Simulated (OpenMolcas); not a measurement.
C2H4AlFO (SMILES C=C[O][AlH][F]): the energy, rung by rung

C2H4AlFO has 9 atoms, charge 0, and is taken as a singlet. SMILES: `C=C[O][AlH][F]`. The coordinates come from a PBE0-D4/def2-TZVP relaxation. This is one conformer, not always the lowest.

| atom | x (Å) | y (Å) | z (Å) |
| --- | --- | --- | --- |
| C | -1.5620 | -0.3601 | 1.1039 |
| C | -0.7280 | -0.3129 | 0.0755 |
| O | 0.4903 | 0.2565 | 0.1396 |
| Al | 1.8008 | 0.5193 | -0.8848 |
| F | 3.0876 | 1.3016 | -0.2350 |
| H | -1.2977 | 0.0653 | 2.0641 |
| H | -2.5277 | -0.8322 | 0.9885 |
| H | -0.9990 | -0.7431 | -0.8888 |
| H | 1.8243 | 0.0592 | -2.3803 |

Each level gives the energy change with the C1–H6 bond stretched from 1.083 to 1.624 Å (eV). The values are calculated.

| level | kind | program | value (eV) | less CCSD(T)/def2-SVP | CPU time (all runs) |
| --- | --- | --- | --- | --- | --- |
| HF/def2-SVP (restricted) | Hartree–Fock | OpenMolcas | 2.45 | +0.36 | 36 s |
| SVWN5/def2-SVP (restricted) | LDA | OpenMolcas | 1.96 | -0.13 | 89 s |
| revPBE/def2-SVP (restricted) | GGA | OpenMolcas | 1.95 | -0.14 | 2 min |
| TPSS/def2-SVP (restricted) | meta-GGA | OpenMolcas | 2.03 | -0.06 | 2.3 min |
| r2SCAN/def2-SVP (restricted) | meta-GGA | OpenMolcas | 2.10 | +0.01 | 2.2 min |
| PBE0/def2-SVP (restricted) | global hybrid | OpenMolcas | 2.16 | +0.07 | 1.7 min |
| B2PLYP/def2-SVP (restricted) | double hybrid | OpenMolcas | 2.16 | +0.07 | 87 s |
| MP2/def2-SVP (restricted) | perturbation theory | OpenMolcas | 2.23 | +0.14 | 36 s |
| CCSD(T)/def2-SVP (restricted) | coupled cluster or CI | OpenMolcas | 2.09 | 0.00 | 5 min |

Differences are taken from CCSD(T)/def2-SVP (restricted) for orientation; it has basis-set and higher-order errors of its own. The first shape isn't each level's own minimum. The values span 1.95 to 2.45 eV. CPU times are rough (shared hosts, several kinds of processor and program).
